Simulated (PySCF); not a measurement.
C4H4BNO, SMILES C#C[C@@H]1N=CB1O.

Geometry: PBE0-D3(BJ)/def2-SVP. The structure was generated by enumeration; whether it is a known compound was not checked. Other conformers were not sampled.

Two levels are set side by side: TDDFT-PBE/def2-SVPD (PySCF) and TDDFT-CAM-B3LYP/def2-SVPD (PySCF). Vertical, same geometry. The lowest singlet is HOMO→LUMO 91 % with PBE and HOMO→LUMO 69 %, HOMO−1→LUMO 15 %, HOMO−2→LUMO 11 % with the other functional; states are paired by order. Differences are taken from unrounded values.

| quantity | TDDFT-PBE |
|---|---|
| lowest singlet excitation (eV) | 3.54 |
| lowest triplet excitation (TDA) (eV) | 2.83 |

**Question.** These are the TDDFT-PBE values. What does TDDFT-CAM-B3LYP give? (Estimate from the structure and the level; the computed values follow.)

**Answer.** 
```tsv
quantity	TDDFT-CAM-B3LYP	TDDFT-PBE minus TDDFT-CAM-B3LYP
lowest singlet excitation (eV)	4.07	-0.54
lowest triplet excitation (TDA) (eV)	3.15	-0.32
```

Functionals without exact exchange tend to place singlet excitations lower, as here. Differences between two approximate levels are no errors against the true value.

Rough cost on one machine, each run with all the roots and properties that it gave: TDDFT-CAM-B3LYP against TDDFT-PBE about 8 times.
